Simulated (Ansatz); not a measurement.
One change: `O[SiH2]CBr` becomes `CSC[SiH2]O`.

Ansatz, PBE0-D4/def2-TZVP geometries, multiplicity 1. Each molecule was computed in one conformer, which needn't be the lowest.

Scalar relativity is left out up to krypton. Spin–orbit coupling is left out; it splits and shifts lone-pair levels of the heavy atoms by tenths of an eV.

```
                                          property  `O[SiH2]CBr`
               HOMO–LUMO gap (PBE/def2-TZVPP) / eV          5.10
             HOMO–LUMO gap (B3LYP/def2-TZVPP) / eV          6.84
                 HOMO energy (PBE/def2-TZVPP) / eV         -6.52
size of the dipole moment (ωB97M-V/def2-TZVPP) / D          2.27
                LUMO energy (PBE0/def2-TZVPP) / eV         -0.45
                 LUMO energy (PBE/def2-TZVPP) / eV         -1.42
```

Q: Give the same properties after the change, and the shifts. (An estimate is asked.)

A: Ansatz gave: 
```json
{"property": "HOMO–LUMO gap (PBE/def2-TZVPP) / eV", "`CSC[SiH2]O`": "4.69", "shift": "-0.41"}
{"property": "HOMO–LUMO gap (B3LYP/def2-TZVPP) / eV", "`CSC[SiH2]O`": "6.32", "shift": "-0.52"}
{"property": "HOMO energy (PBE/def2-TZVPP) / eV", "`CSC[SiH2]O`": "-5.35", "shift": "1.17"}
{"property": "size of the dipole moment (ωB97M-V/def2-TZVPP) / D", "`CSC[SiH2]O`": "2.02", "shift": "-0.25"}
{"property": "LUMO energy (PBE0/def2-TZVPP) / eV", "`CSC[SiH2]O`": "0.23", "shift": "0.68"}
{"property": "LUMO energy (PBE/def2-TZVPP) / eV", "`CSC[SiH2]O`": "-0.67", "shift": "0.75"}
```

With PBE0 the HOMO rises by 1.26 eV and the LUMO rises by 0.68 eV, so the gap narrows by about 0.58 eV. PBE moves the HOMO by 1.17 eV and ωB97M-V by 1.31 eV. The zero-point energy changes by 102.0 kJ/mol with +12 modes. Dipoles are sizes alone; their direction can turn.

B3LYP here is the variant with VWN-RPA as its local correlation; programs differ in this.
